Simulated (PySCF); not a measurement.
# Nd⁵⁷⁺: ionisation energy

Nd⁵⁷⁺ [He] 2s1 [2s1/2^1, M_J = 1/2] → Nd⁵⁸⁺ 1s2, as a difference of total energies. Computed with PySCF 2.14 in an uncontracted even-tempered set (17 s from 38 bohr⁻², ratio 2.4; 12 p from 50 bohr⁻², ratio 2.4; 5 d from 150 bohr⁻², ratio 2.6; 4 f from 230 bohr⁻², ratio 2.6), with the two-component X2C-1e Hamiltonian. Correlated levels: nothing frozen; the 26 highest virtual spinors dropped. "Screened" scales the spin-orbit matrix elements by Boettger's factors to mimic the two-electron term; Breit and QED terms are absent.

```tsv
method	ionisation energy (eV)
GHF (screened spin-orbit)	12354.1
GMP2 (screened spin-orbit)	12354.3
```

For this ion Breit and QED terms and the two-electron picture change, all absent here, outweigh the correlation shift from GHF to GMP2.

For comparison: 12341.66 ± 0.07 eV (theoretical estimate listed by NIST; NIST Atomic Spectra Database, ionization energies).
